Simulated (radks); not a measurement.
Spherical quantum dot in the effective-mass picture: electrons in a parabolic well V = omega^2 r^2 / 2 with omega = 0.877, all in effective atomic units (hartree* = m*/eps^2 hartree, bohr* = eps/m* bohr), one dielectric constant everywhere. Method: non-relativistic Kohn-Sham, PBE, spin-polarised, spherical densities; computed with a radial shooting solver with Libxc functionals. Levels are named by radial order and angular momentum (1s, 1p, 1d, 2s, ...), and open shells are averaged over m. Results are scaled to m* = 0.128 and eps = 12.4, for which hartree* = 22.65 meV and bohr* = 5.126 nm.

N = 26, configuration 1s2 1p6 1d10 2s2 1f(up 6, down 0). This is the lowest configuration that the search found. Occupied and some empty levels:

level,occupation,eigenvalue (meV),<r> (nm)
1s up,1,256.17,9.989
1s down,1,256.77,9.691
1p up,3,263.87,12.33
1p down,3,264.94,12.12
1d up,5,272.83,13.91
1d down,5,274.20,13.79
2s up,1,275.33,11.76
2s down,1,276.27,11.89
1f up,6,282.93,15.14
1f down,0,284.48,15.09
2p up,0,286.96,13.17
2p down,0,287.85,13.26
1g up,0,294.06,16.17
1g down,0,295.67,16.17
2d up,0,299.21,14.53
2d down,0,300.12,14.58

Energy (meV): total 4515.87, kinetic 458.71, external 1663.8, Hartree 2643.5, exchange-correlation -250.10.

Electron density:

r (nm),n(r) (e/nm^3)
0.556,0.001694
1.95,0.001598
3.35,0.001436
4.75,0.001273
6.14,0.001174
7.54,0.001164
8.94,0.001224
10.3,0.001294
11.7,0.001305
13.1,0.001208
14.5,0.001001
15.9,0.0007285
17.3,0.0004585
18.7,0.0002459
20.1,0.0001129
21.5,0.00004428
22.9,0.00001491
24.3,4.266e-06
25.7,1.043e-06
27.1,2.167e-07
